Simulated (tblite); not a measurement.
Task: Write Cartesian coordinates for InChI=1S/C4H7F2O2Si/c5-1-4(9,2-7)8-3-6/h1,3H2,9H3/t4-/m1/s1 as optimised with GFN2-xTB. (Doublet state.)

Result: 
```xyz
16
C4H7F2O2Si angstrom
O      0.7550    1.0215   -2.1559
C      0.0532    1.0802   -1.1938
C     -0.2575    0.2534   -0.0576
Si    -1.8452   -0.7251   -0.6193
C     -0.4918    1.0662    1.2041
F      0.6367    1.7744    1.5524
O      0.6008   -0.8854    0.2427
C      1.9555   -0.7368    0.1165
F      2.3739   -1.0965   -1.1401
H     -2.0927   -1.6462    0.4853
H     -1.4944   -1.4016   -1.8582
H     -2.9341    0.2397   -0.7851
H     -1.2889    1.7994    1.0559
H     -0.7166    0.4087    2.0481
H      2.4379   -1.4361    0.8120
H      2.3006    0.2932    0.2815
```

Any rigid rotation of these coordinates is as good. Atoms count from 1 in this order. The 3 C–O bonds span 1.192 Å (O1=C2, drawn double) to 1.457 Å (C3–O7, drawn single), a spread of 0.265 Å. C2 (carbon bonded to C and O) is bent (angle 137.4°). Si4 (silicon bonded to C and 3 H) is distorted tetrahedral (angles from 103.7° to 113.1°). Of the pairs four or more bonds apart, O1···F9 is among the closest relative to their van der Waals radii: 2.85 Å, 95 % of the sum of Bondi's values.

Bonds between heavy atoms (Å): O1=C2 1.192, C2–C3 1.439, C3–Si4 1.948, C3–C5 1.519, C5–F6 1.377, C3–O7 1.457, O7–C8 1.369, C8–F9 1.372.

Computed geometry: GFN2-xTB, gas phase. This method treats the open shell by occupation alone, without spin polarisation.

Point group: C1 (no symmetry element, even within 0.4 Å). Its GFN2-xTB frequencies are all real (lowest 39 cm⁻¹). Torsions: O1–C2–C3–Si4 -94°, C2–C3–C5–F6 -62°, C2–C3–O7–C8 41°, C3–O7–C8–F9 -92°. 3 starts were optimised and ended at 0.00, 0.27 and 0.46 kcal/mol (GFN2-xTB); the lowest of these is shown.

One conformer stands for the species.
